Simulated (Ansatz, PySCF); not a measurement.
Sn(F)(Et)(OH)2 (C₂H₇FO₂Sn), SMILES C[CH2][Sn]([F])([OH])[OH]. Atoms are numbered in the order given.

```xyz
13

C     -2.7982     0.2049     0.1737
C     -1.7552    -0.3041    -0.8212
Sn     0.2458    -0.0587    -0.0742
O      1.1517     1.6837    -0.3873
O      1.4369    -1.5174    -0.6847
F      0.2003    -0.1172     1.8804
H     -2.7076     1.2900     0.3384
H     -2.6999    -0.2865     1.1532
H     -3.8162     0.0120    -0.2029
H     -1.7944     0.2275    -1.7838
H     -1.8579    -1.3802    -1.0270
H      1.3690     2.0963     0.4624
H      2.3658    -1.3292    -0.4872
```

Geometry: B3LYP-D3(BJ)/def2-SVP. The structure was generated by enumeration; whether it is a known compound was not checked. The def2 effective core potentials stand for the cores of Sn; spin–orbit coupling is left out. The values are those of a single conformer.

Two levels are set side by side: PBE-D3(BJ)/def2-SVP (Ansatz, a program for electronic structure) and B3LYP-D3(BJ)/def2-SVP (Ansatz). Each level has its own optimised geometry; the coordinates shown are those of the second. Frequencies come from the Hessian of PySCF at each geometry. Differences are taken from unrounded values.

| quantity | B3LYP-D3(BJ) |
|---|---|
| mean bond length (Å) | 1.420 |
| bond C1–C2 (Å) | 1.529 |
| bond C2–Sn3 (Å) | 2.150 |
| bond Sn3–O4 (Å) | 1.989 |
| bond Sn3–O5 (Å) | 1.980 |
| bond Sn3–F6 (Å) | 1.956 |
| bond C1–H7 (Å) | 1.101 |
| bond C1–H8 (Å) | 1.100 |
| bond C1–H9 (Å) | 1.102 |
| bond C2–H10 (Å) | 1.100 |
| bond C2–H11 (Å) | 1.100 |
| bond O4–H12 (Å) | 0.969 |
| bond O5–H13 (Å) | 0.968 |
| highest harmonic wavenumber (cm⁻¹) | 3822 |
| mean harmonic wavenumber (cm⁻¹) | 1233 |
| zero-point energy (kcal/mol) | 58.19 |

What does PBE-D3(BJ) give, and how far is it from B3LYP-D3(BJ)? (The exact figures need the calculation; the answer reports its results.)


| quantity | PBE-D3(BJ) | PBE-D3(BJ) minus B3LYP-D3(BJ) |
|---|---|---|
| mean bond length (Å) | 1.430 | 0.010 |
| bond C1–C2 (Å) | 1.528 | -0.001 |
| bond C2–Sn3 (Å) | 2.160 | 0.010 |
| bond Sn3–O4 (Å) | 2.007 | 0.019 |
| bond Sn3–O5 (Å) | 1.998 | 0.018 |
| bond Sn3–F6 (Å) | 1.972 | 0.016 |
| bond C1–H7 (Å) | 1.109 | 0.007 |
| bond C1–H8 (Å) | 1.108 | 0.008 |
| bond C1–H9 (Å) | 1.110 | 0.008 |
| bond C2–H10 (Å) | 1.108 | 0.008 |
| bond C2–H11 (Å) | 1.109 | 0.008 |
| bond O4–H12 (Å) | 0.979 | 0.010 |
| bond O5–H13 (Å) | 0.977 | 0.009 |
| highest harmonic wavenumber (cm⁻¹) | 3706 | -116 |
| mean harmonic wavenumber (cm⁻¹) | 1201 | -32 |
| zero-point energy (kcal/mol) | 56.67 | -1.52 |

Exact exchange shortens and stiffens bonds; PBE has none. Differences between two approximate levels are no errors against the true value.
